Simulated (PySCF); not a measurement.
Symmetry of computed structures. Method used: PBE0/pcSseg-1 in PySCF (dipole) on a GFN2-xTB geometry, gas phase. The symmetry is that of the one conformer found, every atom within 0.08 Å of its image; none is proved a minimum here.

Task: Point group, rotor type and polarity of `[CH3:1][CH2:2][C:3]([CH3:4])([CH3:5])[C:6](=[O:7])[F:8]` with C1–C2–C3–C4 61°, C2–C3–C6–O7 125°?

Result: C1; asymmetric top; symmetry number 1; this conformer is chiral (no improper operation); dipole 3.13 D.

Task: `[CH3:1][Si:2]([CH3:3])([Cl:4])[Si:5]([CH3:6])([CH3:7])[Cl:8]` with C1–Si2–Si5–C6 -56°: symmetry, top, dipole?

Result: C2h; asymmetric top; symmetry number 2; 4 operations, which sort the 20 atoms into 6 sets; dipole forbidden by symmetry (computed 0.00 D); heavy atoms equivalent by symmetry: C1/C3/C6/C7, Si2/Si5, Cl4/Cl8.

Task: Point group, rotor type and polarity of `[CH3:1][C:2]1=[CH:3][C@@H:4]2[CH2:5][C@H:6]1[CH:7]=[C:8]2[CH3:9]` with H–C1–C2–C3 2° (nearest H), H–C9–C8–C7 2° (nearest H)?

Result: C2; near-prolate asymmetric top; symmetry number 2; 2 operations, which sort the 21 atoms into 11 sets; this conformer is chiral (no improper operation); dipole 0.17 D, along b, the twofold axis; heavy atoms equivalent by symmetry: C1/C9, C2/C8, C3/C7, C4/C6.

Task: What symmetry has `[CH2:1]=[CH:2][CH2:3][C:4]1=[CH:5][CH2:6][CH:7]=[CH:8][CH2:9]1` with C1–C2–C3–C4 121°, C2–C3–C4–C5 108°?

Result: C1; near-prolate asymmetric top; symmetry number 1; this conformer is chiral (no improper operation); dipole 0.14 D; A, B, C = 3701, 977.7, 837.7 MHz.
